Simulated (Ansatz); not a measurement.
Reaction (formal hydrolysis of the Sn–N bond): `[CH3][Sn][NH2]` + H₂O → `[CH3][Sn][OH]` + NH₃

Calculated with Ansatz (gas phase, PBE0-D4/def2-TZVP geometries, no zero-point term in ΔE). CCSD(T)/CBS adds triple-zeta CCSD(T) − MP2 to the extrapolated MP2 energy (def2 sets, frozen cores). This one scheme is used for every species. Functionals use def2-TZVPP. B3LYP here is the variant with VWN-RPA as its local correlation; programs differ in this. Elements past krypton have def2 core potentials. For Sn outer-core shells are correlated without core-valence functions, which leaves a few kJ/mol of doubt a bond. One conformer a species, not always the lowest.

| level | ΔE (kcal/mol) | difference from CCSD(T)/CBS |
| --- | --- | --- |
| LDA (SPW92) | -3.9 | 0.6 |
| B97M-V | -6.9 | -2.4 |
| B3LYP-D4 | -5.4 | -0.9 |
| r2SCAN | -5.6 | -1.1 |
| r2SCAN0 | -4.8 | -0.3 |
| LC-ωPBE | -5.4 | -0.9 |
| CCSD(T)/def2-TZVPP | -4.3 | 0.2 |
| MP2/def2-QZVPP | -4.2 | 0.3 |
| HF/CBS(def2) | -5.8 | -1.3 |
| MP2/CBS(def2) | -4.2 | 0.3 |
| CCSD(T)/CBS | -4.5 | 0 |

Largest T1 diagnostic among the species: 0.016.

Leaving LDA and LC-ωPBE aside and taking each functional with its dispersion term where it has one, the values, not all of them listed here, spread over 2.6 kcal/mol, from B97M-V to PBE-QIDH. LDA lies +1.9 kcal/mol from PBE without D4. In def2-TZVPP, CCSD(T) changes the Hartree–Fock value by +1.3 kcal/mol (the triples alone add +0.1 kcal/mol) and MP2 by +1.5 kcal/mol.
